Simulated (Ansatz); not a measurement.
One change: `BC(B)C` becomes `BC(C)Br`.

Ansatz, PBE0-D4/def2-TZVP geometries, multiplicity 1. 

Scalar relativity is left out up to krypton.

| property | `BC(B)C` |
| --- | --- |
| HOMO–LUMO gap (B3LYP/def2-TZVPP) / eV | 6.39 |
| LUMO energy (B3LYP/def2-TZVPP) / eV | -2.04 |
| size of the dipole moment (PBE/def2-TZVPP) / D | 0.89 |
| LUMO energy (ωB97M-V/def2-TZVPP) / eV | 0.08 |
| HOMO–LUMO gap (PBE/def2-TZVPP) / eV | 4.52 |
| LUMO energy (PBE0/def2-TZVPP) / eV | -1.82 |

What does the change do to each property? (Estimate.)

Computed: 
```csv
property,`BC(C)Br`,shift
HOMO–LUMO gap (B3LYP/def2-TZVPP) / eV,6.95,0.56
LUMO energy (B3LYP/def2-TZVPP) / eV,-1.16,0.88
size of the dipole moment (PBE/def2-TZVPP) / D,1.96,1.07
LUMO energy (ωB97M-V/def2-TZVPP) / eV,1.06,0.98
HOMO–LUMO gap (PBE/def2-TZVPP) / eV,5.16,0.64
LUMO energy (PBE0/def2-TZVPP) / eV,-0.90,0.92
```

With PBE0 the HOMO rises by 0.26 eV and the LUMO rises by 0.92 eV, so the gap widens by about 0.66 eV. PBE moves the HOMO by 0.26 eV and ωB97M-V by 0.30 eV. Dipoles are sizes alone; their direction can turn.

B3LYP here is the variant with VWN-RPA as its local correlation; programs differ in this.

Spin–orbit coupling is left out; it splits and shifts lone-pair levels of the heavy atoms by tenths of an eV.
